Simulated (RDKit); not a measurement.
Input for RDKit: MMFF94 on C2H2 (SMILES C#C).

```python
from rdkit import Chem
from rdkit.Chem import AllChem, rdDetermineBonds

blocks = [
'''4

C    -0.00000000   -0.00000000    0.59839501
C     0.00000000   -0.00000000   -0.59839501
H     0.00000000    0.00000000   -1.66106916
H     0.00000000    0.00000000    1.66106916
''',
]
mol = None
for b in blocks:
    f = Chem.MolFromXYZBlock(b)
    rdDetermineBonds.DetermineBonds(f, charge=0)
    mol = f if mol is None else Chem.CombineMols(mol, f)
Chem.SanitizeMol(mol)
print(Chem.MolToSmiles(Chem.RemoveHs(mol)))
ff = AllChem.MMFFGetMoleculeForceField(mol, AllChem.MMFFGetMoleculeProperties(mol), nonBondedThresh=100.0, ignoreInterfragInteractions=False)
e = ff.CalcEnergy()
print(f'MMFF94 energy {e:.6f} kcal/mol')
```

Output:

```
C#C
MMFF94 energy 2.314009 kcal/mol
```

The run finished.

Cost: around 0.04 core-seconds (rough).
